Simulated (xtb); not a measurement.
xtb input:

```bash
xtb mol.xyz --gfn 2 --ohess tight --chrg 0 --uhf 0
```
mol.xyz:
```
8

Si    -2.17034752     0.11927929    -0.59617358
Si     0.03344331     0.03548796    -0.00998870
Cl     0.97683926    -1.47474274    -1.08977586
Cl     0.21990758    -0.42553697     1.99451189
Cl     1.03714499     1.79918216    -0.37427719
H     -2.89147589    -1.12137394    -0.25207867
H     -2.80194875     1.25856658     0.20783801
H     -2.29133711     0.46201845    -1.98198255
```

Task: What final total energy does it print?

Result: -18.76043 Eh (GFN2-xTB).
